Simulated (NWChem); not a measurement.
Program: NWChem. System: AlP, charge 0, spin multiplicity 3, at a geometry optimised with UPBE0/def2-SVP. The structure started from a generated list of species. Its SCF solution wasn't tested for a lower state. Level: ROCCSD(T)/cc-pVQZ, 10 core orbitals frozen.

Job file:

```
start mol
memory heap 100 mb stack 700 mb global 1900 mb
geometry units angstroms nocenter noautoz
  Al     0.000000     0.000000     1.182537
  P      0.000000     0.000000    -1.024865
  symmetry group C2v
end
basis spherical
  * library cc-pvqz
end
scf
  rohf
  nopen 2
  maxiter 100
  thresh 1e-7
  semidirect memsize 60000000 filesize 0
  # guess.movecs holds the orbitals of an unrestricted PBE0 run
  vectors input guess.movecs swap 13 15 output mol.movecs
end
tce
  freeze core 10
  ccsd(t)
  2eorb
  2emet 13
  thresh 1e-6
  maxiter 100
  tilesize 24
end
task tce energy
```

NWChem printed:

```
             Northwest Computational Chemistry Package (NWChem) 7.3.0
             --------------------------------------------------------

                                NWChem Input Module
                                -------------------

 Scaling coordinates for geometry "geometry" by  1.889725989
 (inverse scale =  0.529177249)

 Turning off AUTOSYM since
 SYMMETRY directive was detected!

                             Geometry "geometry" -> ""
                             -------------------------

 Output coordinates in angstroms (scale by  1.889725989 to convert to a.u.)

  No.       Tag          Charge          X              Y              Z
 ---- ---------------- ---------- -------------- -------------- --------------
    1 Al                  13.0000     0.00000000     0.00000000     1.18253700
    2 P                   15.0000     0.00000000     0.00000000    -1.02486500

 Effective nuclear repulsion energy (a.u.)      46.7470644472

            Nuclear Dipole moment (a.u.)
            ----------------------------
        X                 Y               Z
 ---------------- ---------------- ----------------
     0.0000000000     0.0000000000     0.0000113384

      Symmetry information
      --------------------

 Group name             C2v
 Group number             16
 Group order               4
 No. of unique centers     2

      Symmetry unique atoms

     1    2


 Summary of "ao basis" -> "" (spherical)
 ------------------------------------------------------------------------------
       Tag                 Description            Shells   Functions and Types
 ---------------- ------------------------------  ------  ---------------------
 *                          cc-pvqz                   on all atoms

 Summary of "ao basis" -> "ao basis" (spherical)
 ------------------------------------------------------------------------------
       Tag                 Description            Shells   Functions and Types
 ---------------- ------------------------------  ------  ---------------------
 Al                         cc-pvqz                 17       59   6s5p3d2f1g
 P                          cc-pvqz                 17       59   6s5p3d2f1g

                                 NWChem SCF Module
                                 -----------------

  ao basis        = "ao basis"
  functions       =   118
  atoms           =     2
  closed shells   =    13
  open shells     =     2
  charge          =   0.00
  wavefunction    = ROHF
  use symmetry    = T
  symmetry adapt  = T

 Summary of "ao basis" -> "ao basis" (spherical)
 ------------------------------------------------------------------------------
       Tag                 Description            Shells   Functions and Types
 ---------------- ------------------------------  ------  ---------------------
 Al                         cc-pvqz                 17       59   6s5p3d2f1g
 P                          cc-pvqz                 17       59   6s5p3d2f1g

      Symmetry analysis of basis
      --------------------------

        a1         48
        a2         14
        b1         28
        b2         28

 Forming initial guess at       0.1s

 Swapping ROHF orbitals    13   15

      Symmetry analysis of molecular orbitals - initial
      -------------------------------------------------

  Numbering of irreducible representations:

     1 a1          2 a2          3 b1          4 b2

  Orbital symmetries:

     1 a1          2 a1          3 a1          4 b1          5 a1
     6 b2          7 a1          8 b1          9 a1         10 b2
    11 a1         12 a1         13 b2         14 a1         15 b1
    16 b1         17 b2         18 a1         19 a1         20 b1
    21 b2         22 a2         23 a1         24 a1         25 a1

 Starting SCF solution at       0.1s

 ----------------------------------------------
         Quadratically convergent ROHF

 Convergence threshold     :          1.000E-07
 Maximum no. of iterations :          100
 Final Fock-matrix accuracy:          1.000E-09
 ----------------------------------------------

              iter       energy          gnorm     gmax       time
             ----- ------------------- --------- --------- --------
                 1     -582.6008339042  8.09D-01  3.72D-01      4.7
                 2     -582.6143862233  7.86D-02  2.66D-02      4.8
                 3     -582.6156341799  4.85D-03  1.96D-03      5.0
                 4     -582.6157172924  7.36D-04  3.63D-04      5.7
                 5     -582.6157176519  1.60D-06  6.00D-07      6.4
                 6     -582.6157176519  5.98D-09  1.63D-09      7.0

       Final ROHF results
       ------------------

         Total SCF energy =   -582.615717651862
      One-electron energy =   -901.827658507659
      Two-electron energy =    272.464876408568
 Nuclear repulsion energy =     46.747064447229

        Time for solution =      6.9s

       Symmetry analysis of molecular orbitals - final
       -----------------------------------------------

  Numbering of irreducible representations:

     1 a1          2 a2          3 b1          4 b2

  Orbital symmetries:

     1 a1          2 a1          3 a1          4 a1          5 b1
     6 b2          7 a1          8 b1          9 b2         10 a1
    11 a1         12 a1         13 b2         14 a1         15 b1
    16 b1         17 b2         18 a1         19 a1         20 b1
    21 b2         22 a1         23 a2         24 a1         25 a1

             Final eigenvalues
             -----------------

              1
    1  -79.9314
    2  -58.5193
    3   -7.4737
    4   -5.3653
    5   -5.3651
    6   -5.3636
    7   -4.9312
    8   -3.2405
    9   -3.2400
   10   -3.2398
   11   -0.7279
   12   -0.4119
   13   -0.2967
   14   -0.1720
   15   -0.1598
   16    0.0382
   17    0.0383
   18    0.0877
   19    0.1318
   20    0.1638
   21    0.1651
   22    0.1899
   23    0.1906
   24    0.1943
   25    0.2208

                       ROHF Final Molecular Orbital Analysis
                       -------------------------------------

 Vector   13  Occ=2.000000D+00  E=-2.966965D-01  Symmetry=b2
              MO Center= -1.6D-15, -7.4D-15, -6.3D-01, r^2= 2.5D+00
   Bfn.  Coefficient  Atom+Function         Bfn.  Coefficient  Atom+Function
  ----- ------------  ---------------      ----- ------------  ---------------
    76      0.417877  2 P  py                79      0.274820  2 P  py
    73      0.259267  2 P  py                70      0.212814  2 P  py
    17      0.165231  1 Al py

 Vector   14  Occ=1.000000D+00  E=-1.720072D-01  Symmetry=a1
              MO Center= -2.3D-15,  3.3D-15,  4.8D-01, r^2= 4.2D+00
   Bfn.  Coefficient  Atom+Function         Bfn.  Coefficient  Atom+Function
  ----- ------------  ---------------      ----- ------------  ---------------
    77      0.391094  2 P  pz                 5     -0.339737  1 Al s
     6     -0.309137  1 Al s                 18     -0.250579  1 Al pz
    80      0.223599  2 P  pz                74      0.220671  2 P  pz
    15     -0.211402  1 Al pz                71      0.173586  2 P  pz

 Vector   15  Occ=1.000000D+00  E=-1.598284D-01  Symmetry=b1
              MO Center= -1.0D-16, -1.2D-15, -7.4D-01, r^2= 2.2D+00
   Bfn.  Coefficient  Atom+Function         Bfn.  Coefficient  Atom+Function
  ----- ------------  ---------------      ----- ------------  ---------------
    75      0.474901  2 P  px                72      0.276440  2 P  px
    78      0.250470  2 P  px                69      0.214011  2 P  px

 Vector   16  Occ=0.000000D+00  E= 3.816498D-02  Symmetry=b1
              MO Center=  1.2D-14,  3.1D-15,  1.4D+00, r^2= 6.9D+00
   Bfn.  Coefficient  Atom+Function         Bfn.  Coefficient  Atom+Function
  ----- ------------  ---------------      ----- ------------  ---------------
    19      0.857891  1 Al px                78     -0.432004  2 P  px
    16      0.231008  1 Al px                13      0.165913  1 Al px

 Vector   17  Occ=0.000000D+00  E= 3.826097D-02  Symmetry=b2
              MO Center=  3.7D-15,  7.8D-15,  1.3D+00, r^2= 6.9D+00
   Bfn.  Coefficient  Atom+Function         Bfn.  Coefficient  Atom+Function
  ----- ------------  ---------------      ----- ------------  ---------------
    20      0.820063  1 Al py                79     -0.448414  2 P  py
    17      0.243868  1 Al py                14      0.166797  1 Al py

 Vector   18  Occ=0.000000D+00  E= 8.774713D-02  Symmetry=a1
              MO Center= -7.5D-16,  1.1D-16,  1.0D+00, r^2= 1.3D+01
   Bfn.  Coefficient  Atom+Function         Bfn.  Coefficient  Atom+Function
  ----- ------------  ---------------      ----- ------------  ---------------
    65      3.084236  2 P  s                 21      1.864906  1 Al pz
     6     -1.809023  1 Al s                 80      1.019967  2 P  pz
    18      0.782617  1 Al pz                 5     -0.706155  1 Al s
    24     -0.426665  1 Al d  0              64     -0.428203  2 P  s
    77      0.399355  2 P  pz                62      0.225273  2 P  s

 center of mass
 --------------
 x =   0.00000000 y =   0.00000000 z =   0.00530662

 moments of inertia (a.u.)
 ------------------
         250.915817363840           0.000000000000           0.000000000000
           0.000000000000         250.915817363840           0.000000000000
           0.000000000000           0.000000000000           0.000000000000

  Mulliken analysis of the total density
  --------------------------------------

    Atom       Charge   Shell Charges
 -----------   ------   -------------------------------------------------------
    1 Al  13    12.65   2.00  1.97 -0.03  0.41  0.96  0.35  5.96  0.00  0.29  0.46  0.12  0.06  0.05  0.02  0.01  0.01  0.00
    2 P   15    15.35   2.00  1.96 -0.02  0.36  1.08  0.47  5.95  0.05  0.83  1.74  0.88  0.03  0.02  0.00  0.00  0.00  0.00

 Mulliken analysis of the open-shell density
 -------------------------------------------

    Atom       Charge   Shell Charges
 -----------   ------   -------------------------------------------------------
    1 Al  13     0.66  -0.00 -0.00 -0.00  0.01  0.09  0.11  0.00  0.00  0.15  0.23  0.03  0.02  0.01  0.01  0.00  0.00  0.00
    2 P   15     1.34  -0.00 -0.00 -0.00  0.00  0.00 -0.00 -0.00  0.02  0.32  0.71  0.28  0.01  0.00  0.00  0.00  0.00  0.00

       Multipole analysis of the density wrt the origin
       ------------------------------------------------

     L   x y z        total         open         nuclear
     -   - - -        -----         ----         -------
     0   0 0 0     -0.000000     -2.000000     28.000000

     1   1 0 0      0.000000      0.000000      0.000000
     1   0 1 0      0.000000     -0.000000      0.000000
     1   0 0 1      1.131829      0.495846      0.000011

     2   2 0 0    -18.401148     -6.129152      0.000000
     2   1 1 0      0.000000      0.000000      0.000000
     2   1 0 1     -0.000000      0.000000      0.000000
     2   0 2 0    -21.640874     -3.160844      0.000000
     2   0 1 1      0.000000      0.000000      0.000000
     2   0 0 2    -19.103349    -16.149111    121.181721

                   NWChem Extensible Many-Electron Theory Module
                   ---------------------------------------------


            General Information
            -------------------
      Number of processors :     1
         Wavefunction type : Restricted open-shell Hartree-Fock
          No. of electrons :    28
           Alpha electrons :    15
            Beta electrons :    13
           No. of orbitals :   236
            Alpha orbitals :   118
             Beta orbitals :   118
        Alpha frozen cores :    10
         Beta frozen cores :    10
     Alpha frozen virtuals :     0
      Beta frozen virtuals :     0
         Spin multiplicity : triplet
    Number of AO functions :   118
       Number of AO shells :    34
        Use of symmetry is : on
      Symmetry adaption is : on
         Schwarz screening : 0.10D-09

          Correlation Information
          -----------------------
          Calculation type : Coupled-cluster singles & doubles w/ perturbation
   Perturbative correction : (T)
            Max iterations :      100
        Residual threshold : 0.10D-05
     T(0) DIIS level shift : 0.00D+00
     L(0) DIIS level shift : 0.00D+00
     T(1) DIIS level shift : 0.00D+00
     L(1) DIIS level shift : 0.00D+00
     T(R) DIIS level shift : 0.00D+00
     T(I) DIIS level shift : 0.00D+00
   CC-T/L Amplitude update :  5-th order DIIS
                I/O scheme : Global Array Library
        L-threshold :  0.10D-05
        EOM-threshold :  0.10D-05
 no EOMCCSD initial starts read in
 TCE RESTART OPTIONS
 SLICE:      F
 D4D5:       F
 quantumc:   F
 qrotation:  F
 pwtce:      F
 qducc:      F
 nacto:                         0
 nrotv:                         0
 nrot:                          0

            Memory Information
            ------------------
          Available GA space size is     249008952 doubles
          Available MA space size is     104852180 doubles

 Maximum block size supplied by input
 Maximum block size        24 doubles

 tile_dim =     20

 -------------------------------------------------

 Global array virtual files algorithm will be used

 Parallel file system coherency ......... OK

 4-electron integrals stored in orbital form

 v2    file size   =          6661347
 4-index algorithm nr.  13 is used
 imaxsize =       30
 imaxsize ichop =        0


CCSD iterations
 ---------------------------------------------------------
 Iter          Residuum       Correlation     Cpu    Wall
 ---------------------------------------------------------
    1   0.1144254944903  -0.2017171838368     0.6     0.6
    2   0.0320124134576  -0.2010850932212     0.6     0.6
    3   0.0139658155073  -0.2083721951027     0.6     0.6
    4   0.0064391240378  -0.2082097884579     0.6     0.6
    5   0.0036085111328  -0.2092672626756     0.6     0.6
    6   0.0019749642996  -0.2094958487617     0.6     0.6
    7   0.0011327086236  -0.2094230900725     0.6     0.6
    8   0.0009588755893  -0.2094764013418     0.6     0.6
    9   0.0007322700465  -0.2094501659628     0.6     0.6
   10   0.0006975964226  -0.2094983810604     0.6     0.6
   11   0.0001462126996  -0.2095067134249     0.6     0.6
   12   0.0000913092996  -0.2095001116746     0.6     0.6
   13   0.0000599240221  -0.2095014827893     0.6     0.6
   14   0.0000450135556  -0.2095007061117     0.6     0.6
   15   0.0000327629551  -0.2095010170888     0.6     0.6
   16   0.0000144527454  -0.2095011266566     0.6     0.6
   17   0.0000095367959  -0.2095003662478     0.6     0.6
   18   0.0000072666042  -0.2095010858927     0.6     0.6
   19   0.0000061596541  -0.2095008297252     0.6     0.6
   20   0.0000054477626  -0.2095012539877     0.6     0.6
   21   0.0000015318528  -0.2095013144563     0.6     0.6
   22   0.0000009368431  -0.2095012628926     0.6     0.6
 -----------------------------------------------------------------
 Iterations converged
 CCSD correlation energy / hartree =        -0.209501262892614
 CCSD total energy / hartree       =      -582.825218914754487

 Singles contributions

 Doubles contributions
 CCSD(T)
 Using plain CCSD(T) code
             total no. of tasks         2827
 total no. of tasks / no. procs         2827
                         wl_min            2           1.1
                         wl_max        64000           6.3
        thresh for no. of tasks         2827

 CCSD[T]  correction energy / hartree =        -0.015444676126093
 CCSD[T] correlation energy / hartree =        -0.224945939018706
 CCSD[T] total energy / hartree       =      -582.840663590880581
 CCSD(T)  correction energy / hartree =        -0.015103453764566
 CCSD(T) correlation energy / hartree =        -0.224604716657180
 CCSD(T) total energy / hartree       =      -582.840322368519082

 Task  times  cpu:       55.2s     wall:       55.2s

 Total times  cpu:       55.2s     wall:       55.2s
```
